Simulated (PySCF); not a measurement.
# What a mistake does to a calculation on BCH7NSi

All numbers below are calculated, not measured. They come from PySCF 2.14.0, an open-source quantum chemistry program, on an isolated molecule that a program drew, which may never have been made. The molecule is BCH7NSi (charge 0, doublet), drawn as the SMILES string `[BH]C(N)[SiH3]`.

Each row is a Hartree-Fock (HF) and frozen-core CCSD(T) single point in the cc-pV(D+d)Z basis, meant for a local HF minimum. Run 1 is clean. Each other run has one planted mistake out of seven kinds, and not every kind appears here: one electron removed, one electron added, multiplicity raised by two, geometry at a saddle point, minimal basis STO-3G, one bond length entered in bohr, all coordinates scaled. The reference is restricted for singlets and unrestricted otherwise, and also for a bond in bohr. Adding or removing an electron swaps singlet and doublet. Electrons count all cores. HOMO and LUMO are orbital energies over both spins, the gradient is its largest component, and the lowest frequency (negative if imaginary) is given only where the gradient is small. Bond lengths are over the 10 bonds as drawn. T1 is the CCSD diagnostic: over 0.02 (restricted) or 0.045 (unrestricted) a single reference is doubtful.

Geometry of the clean run:
```xyz
11
BCH7NSi, angstrom
B     0.6168   -2.5964    2.9403
C     0.5071   -1.7525    1.6420
N    -0.3446   -0.5459    1.6214
Si    2.2206   -1.1868    1.0017
H     1.1572   -3.6583    3.0672
H     0.1856   -2.4225    0.8301
H    -0.1614    0.0053    2.4438
H    -1.3141   -0.8081    1.6882
H     3.2014   -2.2986    1.0301
H     2.7277   -0.0846    1.8536
H     2.0759   -0.7007   -0.3858
```

```
run,electrons,basis functions,<S^2>,HOMO (eV),LUMO (eV),gradient (hartree/bohr),lowest frequency (cm^-1),mean bond (Å),longest bond (Å),T1,HF (hartree),CCSD(T) (hartree),mistake
1,39,100,0.753,-8.94,1.87,2.4e-05,148,1.3699,1.915,0.0122,-409.93077,-410.48098,no fault
2,39,31,0.752,-7.24,6.80,2.8e-02,-,1.3699,1.915,0.0066,-405.08841,-405.30592,minimal basis STO-3G
3,39,100,0.753,-8.85,2.00,4.0e-02,-,1.3179,1.842,0.0120,-409.91542,-410.46015,all coordinates scaled
4,39,100,3.782,-5.47,-0.88,8.9e-02,-,1.3699,1.915,0.0345,-409.79043,-410.33871,multiplicity raised by two
5,40,100,0.000,0.43,8.20,4.6e-02,-,1.3699,1.915,0.0155,-409.86683,-410.45765,?
```

**Which mistake was planted in run 5, and what did it cost?**

It counts 40 electrons, one more than the clean run, at the same geometry and basis. So the mistake is: one electron added. Subtracting run 1 and multiplying by 627.51 kcal/mol a hartree, the energy moved by 40.1 kcal/mol in HF and 14.6 kcal/mol in CCSD(T).

Cautions from the logs. Run 5: the HOMO is above zero, so the electron isn't bound and the energy depends on the basis.
